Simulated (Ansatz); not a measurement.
Start from `[Cl][Ti]12345678([Cl])([C@H]9[C@@H]1[C@@H]2[C@@H]3[C@H]94)[C@H]1[C@@H]5[C@@H]6[C@@H]7[C@H]18` and change one element to get `[Cl][Zr]12345678([Cl])([C@H]9[C@@H]1[C@@H]2[C@@H]3[C@H]94)[C@H]1[C@@H]5[C@@H]6[C@@H]7[C@H]18`.

Ansatz, PBE0-D4/def2-TZVP geometries, multiplicity 1. 

Elements past krypton have def2 core potentials. Scalar relativity is left out up to krypton.

```csv
property,`[Cl][Ti]12345678([Cl])([C@H]9[C@@H]1[C@@H]2[C@@H]3[C@H]94)[C@H]1[C@@H]5[C@@H]6[C@@H]7[C@H]18`
HOMO–LUMO gap (B3LYP/def2-TZVPP) / eV,3.84
HOMO energy (ωB97M-V/def2-TZVPP) / eV,-8.75
HOMO–LUMO gap (PBE0/def2-TZVPP) / eV,4.28
size of the dipole moment (B3LYP/def2-TZVPP) / D,4.85
HOMO energy (B3LYP/def2-TZVPP) / eV,-6.49
LUMO energy (B3LYP/def2-TZVPP) / eV,-2.65
```

Question: Give the same properties after the change, and the shifts. (An estimate is asked.)

Answer: The calculation gave: 
| property | `[Cl][Zr]12345678([Cl])([C@H]9[C@@H]1[C@@H]2[C@@H]3[C@H]94)[C@H]1[C@@H]5[C@@H]6[C@@H]7[C@H]18` | shift |
| --- | --- | --- |
| HOMO–LUMO gap (B3LYP/def2-TZVPP) / eV | 4.80 | 0.96 |
| HOMO energy (ωB97M-V/def2-TZVPP) / eV | -9.00 | -0.25 |
| HOMO–LUMO gap (PBE0/def2-TZVPP) / eV | 5.21 | 0.93 |
| size of the dipole moment (B3LYP/def2-TZVPP) / D | 4.46 | -0.39 |
| HOMO energy (B3LYP/def2-TZVPP) / eV | -6.76 | -0.27 |
| LUMO energy (B3LYP/def2-TZVPP) / eV | -1.96 | 0.69 |

With PBE0 the HOMO falls by 0.28 eV and the LUMO rises by 0.65 eV, so the gap widens by about 0.93 eV. PBE moves the HOMO by -0.29 eV and ωB97M-V by -0.25 eV. Dipoles are sizes alone; their direction can turn.

B3LYP here is the variant with VWN-RPA as its local correlation; programs differ in this.

Positive LUMOs are unbound, so they and the gaps depend on the basis.
